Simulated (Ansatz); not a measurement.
The cluster Sn3O3⁻. Charge -1, multiplicity 2. Geometry B3LYP-D4/def2-SVPD.

Cartesian coordinates in Å:
```
Sn 2.2353 0.0797 0.5057
Sn -0.2375 1.7913 0.1696
Sn 0.1318 -1.6124 -0.8041
O -1.7070 0.3231 0.5093
O 0.7094 0.4061 -1.1554
O -1.1320 -0.9879 0.7748
```

In the def2 sets Sn takes a core potential; there is no spin–orbit coupling. The structure holds 1 bond(s) between oxygen atoms. At PBE-D4/def2-TZVPD the highest occupied level of the charge -1 doublet lies above zero (up to 0.06 eV). It is a level of α spin, whose loss leaves a singlet; that state wasn't run at this geometry and level. The electron is either unbound and held by the finite basis, or the level is raised by self-interaction error. Another isomer (doublet) lies 3.79 eV lower at PBE0-D4/def2-TZVPD; other spin states weren't run for this one.

Problem. Estimate the α-spin orbital energies around the gap (eV) in Ansatz with PBE-D4/def2-TZVPD, r2SCAN-D4/def2-TZVPD, PBE0-D4/def2-TZVPD.

Solution. 
| orbital | PBE-D4/def2-TZVPD | r2SCAN-D4/def2-TZVPD | PBE0-D4/def2-TZVPD |
| --- | --- | --- | --- |
| HOMO−5 | -3.08 | -3.36 | -4.25 |
| HOMO−4 | -2.82 | -3.09 | -3.99 |
| HOMO−3 | -1.21 | -1.42 | -2.41 |
| HOMO−2 | -0.93 | -1.15 | -2.19 |
| HOMO−1 | -0.21 | -0.36 | -0.99 |
| HOMO | 0.06 | -0.19 | -0.74 |
| LUMO | 1.49 | 1.55 | 2.02 |
| LUMO+1 | 1.71 | 1.89 | 2.28 |
| LUMO+2 | 2.07 | 2.24 | 2.63 |
| LUMO+3 | 2.58 | 2.93 | 3.11 |
| LUMO+4 | 2.72 | 3.07 | 3.17 |
| LUMO+5 | 2.80 | 3.34 | 3.37 |
| β HOMO | -0.05 | -0.19 | -0.74 |
| β LUMO | 0.65 | 0.80 | 1.29 |
